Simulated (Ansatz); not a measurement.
Consider the cleavage of the Al–Si bond: `C[SiH2][Al]([F])[Cl]` + H–F → `[F][Al]([F])[Cl]` + `C[SiH3]`.

Isolated molecules relaxed with PBE0-D4/def2-TZVP in Ansatz; ΔE leaves out vibrations. CBS: MP2 limit from def2 TZ/QZ plus the TZ coupled-cluster correction, frozen cores. This one scheme is used for every species. Functionals use def2-TZVPP. B3LYP here is the variant with VWN-RPA as its local correlation; programs differ in this. One conformer a species, not always the lowest.

`C[SiH2][Al]([F])[Cl]`:

```xyz
10

C     1.270   -0.329    1.022
Si   -0.107    0.722    0.301
Al   -1.326   -0.401   -1.484
F    -0.909   -1.921   -1.968
Cl   -2.939    0.474   -2.489
H     2.000   -0.595    0.255
H     1.789    0.213    1.815
H     0.873   -1.255    1.443
H    -1.090    1.098    1.357
H     0.439    1.995   -0.253
```

H–F:

Z-matrix (Å, degrees):
```
F
H 1 0.920
```

`[F][Al]([F])[Cl]`:

```xyz
4

F    -1.378   -0.566   -0.786
Al    0.003   -0.060   -0.081
F     1.431   -0.539   -0.707
Cl   -0.056    1.165    1.575
```

`C[SiH3]`:

Z-matrix (Å, degrees):
```
C
Si 1 1.871
H 1 1.092 2 110.8
H 1 1.092 2 110.8 3 -120.0
H 1 1.092 2 110.8 3 120.0
H 2 1.488 1 110.7 3 -179.9
H 2 1.488 1 110.7 3 -59.9
H 2 1.488 1 110.7 3 60.1
```

Q: Is it downhill or uphill in electronic energy at CCSD(T)/CBS, and by how much? (Estimate.)

A: Ansatz gave: Downhill: ΔE = -164.5 kJ/mol.

Q: What do these levels give: r2SCAN-D4, PBE0-D4, ωB97X-V, B2PLYP, B3LYP, HF/def2-TZVPP, SCS-MP2/def2-TZVPP, HF/def2-QZVPP, MP2/def2-QZVPP, HF/CBS(def2), MP2/CBS(def2), CCSD/CBS(def2)? (Estimate.)

A: Ansatz gave: r2SCAN-D4 -166.2, PBE0-D4 -146.1, ωB97X-V -164.2, B2PLYP -173.7, B3LYP -171.1, HF/def2-TZVPP -189.6, SCS-MP2/def2-TZVPP -177.2, HF/def2-QZVPP -193.1, MP2/def2-QZVPP -173.4, HF/CBS(def2) -193.6, MP2/CBS(def2) -171.8, CCSD/CBS(def2) -168.4 kJ/mol.

Largest T1 diagnostic among the species: 0.012.

In def2-TZVPP, CCSD(T) changes the Hartree–Fock value by +24.1 kJ/mol (the triples alone add +3.9 kJ/mol) and MP2 by +16.8 kJ/mol. The D4 term adds +6.0 kJ/mol with B3LYP and +3.7 kJ/mol with PBE0; it sums over pairs of atoms, weighted by their polarisabilities, and B3LYP, whose exchange is more repulsive, gets the larger term. From PBE to PBE0 (25 % exact exchange), in def2-TZVPP and without D4, ΔE moves by −5.0 kJ/mol.
